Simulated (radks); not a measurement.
Task: Neutral gold: order these configurations by energy. All-electron calculation, scalar-relativistic Kohn-Sham, r2SCAN, spin-polarised, spherical densities, finite nucleus; meta-GGA in the generalised Kohn-Sham scheme; Fermi nuclear charge, rms radius of each element as measured or else 0.836 A^(1/3) + 0.57 fm. Program: a radial shooting solver on a logarithmic mesh with Libxc functionals. Open shells are filled with parallel spins first. [Xe] 4f14 5d10 6p1; [Xe] 4f14 5d10 6s1; [Xe] 4f14 5d9 6s1 6p1; [Xe] 4f14 5d9 6s2.

Result: From the lowest, in eV above it: [Xe] 4f14 5d10 6s1 0.000; [Xe] 4f14 5d9 6s2 2.005; [Xe] 4f14 5d10 6p1 5.515; [Xe] 4f14 5d9 6s1 6p1 6.967.
